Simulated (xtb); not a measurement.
C4H6Cl2, SMILES C=CCC(Cl)Cl. All values are semi-empirical tight-binding results from xtb (GFN2-xTB unless named), good for trends rather than for accurate numbers. Geometry: GFN2-xTB. The values are those of a single conformer.

Optimised geometry:

Bonds (Å): C1–C2 1.319, C1–H7 1.076, C1–H8 1.078, C2–C3 1.500, C2–H9 1.081, C3–C4 1.521, C3–H10 1.092, C3–H11 1.093, C4–Cl5 1.779, C4–Cl6 1.783, C4–H12 1.092. Angles (°): C2–C1–H7 121.9, C2–C1–H8 121.9, H7–C1–H8 116.3, C1–C2–C3 123.8, C1–C2–H9 120.8, C3–C2–H9 115.3, C2–C3–C4 110.9, C2–C3–H10 110.1, C2–C3–H11 109.9, C4–C3–H10 108.2, C4–C3–H11 108.9, H10–C3–H11 108.6, C3–C4–Cl5 111.1, C3–C4–Cl6 110.5, C3–C4–H12 112.0, Cl5–C4–Cl6 108.8, Cl5–C4–H12 107.1, Cl6–C4–H12 107.2.

Problem. Estimate the properties. (An estimate is asked for; the answer gives what the named calculation found.)

Solution. 
- orbital gap = 5.26 eV
- dipole moment = 2.18 D
- zero-point energy = 55.0 kcal/mol
- G − E(el) at 298.15 K (modified RRHO) = 34.5 kcal/mol
- static polarisability (D4 model) = 75.7 bohr³
- solvation energy, GFN2-xTB/ALPB(water) = -2.4 kcal/mol
- solvation energy, GFN2-xTB/ALPB(ether) = -6.6 kcal/mol

Computed atomic charges and the Wiberg bond orders between heavy atoms:
charges (e) C1 -0.09, C2 -0.03, C3 -0.07, C4 0.14, Cl5 -0.16, Cl6 -0.17, H7 0.05, H8 0.05, H9 0.05, H10 0.07, H11 0.08, H12 0.08. Bond orders C1–C2 1.98, C2–C3 1.01, C3–C4 1.00, C4–Cl5 0.96, C4–Cl6 0.95.
